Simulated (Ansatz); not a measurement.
Q: Name a neutral molecule of C, F, In, S and H with size of the dipole moment (PBE/def2-TZVPP) between 4.35 and 4.65 D and LUMO energy (PBE0/def2-TZVPP) between -1.40 and -1.10 eV (Ansatz, PBE0-D4/def2-TZVP geometry).

A: `C[S][In]([CH3])[F]` (4.57 D, -1.12 eV). Other molecules can fit too; these were computed, each in one conformer that needn't be the lowest.
